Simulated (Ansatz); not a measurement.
Pb2O3. Charge 0, multiplicity 1. Geometry PBE-D4/def2-SVP.

```tsv
atom	x (Å)	y (Å)	z (Å)
Pb1	0.3533	-0.6208	0.5478
Pb2	-0.9133	1.6058	-1.4342
O3	-1.4833	-0.2621	-0.5023
O4	0.9412	1.2182	-0.3888
O5	1.1021	-1.9411	1.7776
```

In the def2 sets Pb takes a core potential; there is no spin–orbit coupling. The restricted singlet is unstable towards broken spin symmetry in Hartree–Fock (as tested in another run); at LDA (SPW92)/def2-TZVP, PBE-D4/def2-TZVP, BLYP-D4/def2-TZVP, PBE0-D4/def2-SVP and others this wasn't settled. Another isomer (singlet) lies 1.17 eV lower at PBE0-D4/def2-TZVP; other spin states weren't run for this one.

Q: Estimate the orbital energies around the gap (eV) in Ansatz with LDA (SPW92)/def2-TZVP, PBE-D4/def2-TZVP, BLYP-D4/def2-TZVP, PBE0-D4/def2-SVP, BHLYP-D4/def2-TZVP.

A: 
| orbital | LDA (SPW92)/def2-TZVP | PBE-D4/def2-TZVP | BLYP-D4/def2-TZVP | PBE0-D4/def2-SVP | BHLYP-D4/def2-TZVP |
| --- | --- | --- | --- | --- | --- |
| HOMO−5 | -8.05 | -7.72 | -7.60 | -8.99 | -10.57 |
| HOMO−4 | -7.35 | -7.03 | -6.91 | -7.96 | -9.55 |
| HOMO−3 | -6.99 | -6.68 | -6.57 | -7.82 | -9.51 |
| HOMO−2 | -6.93 | -6.62 | -6.51 | -7.78 | -9.34 |
| HOMO−1 | -6.61 | -6.30 | -6.22 | -7.56 | -9.07 |
| HOMO | -6.27 | -5.98 | -5.90 | -7.26 | -8.87 |
| LUMO | -4.37 | -3.99 | -3.92 | -2.86 | -2.13 |
| LUMO+1 | -3.73 | -3.42 | -3.40 | -2.65 | -2.04 |
| LUMO+2 | -2.62 | -2.29 | -2.27 | -1.39 | -0.92 |
| LUMO+3 | -2.41 | -2.11 | -2.07 | -1.17 | -0.76 |
| LUMO+4 | -1.17 | -0.94 | -0.93 | 0.17 | 0.34 |
| LUMO+5 | -0.42 | -0.12 | -0.09 | 1.07 | 1.41 |
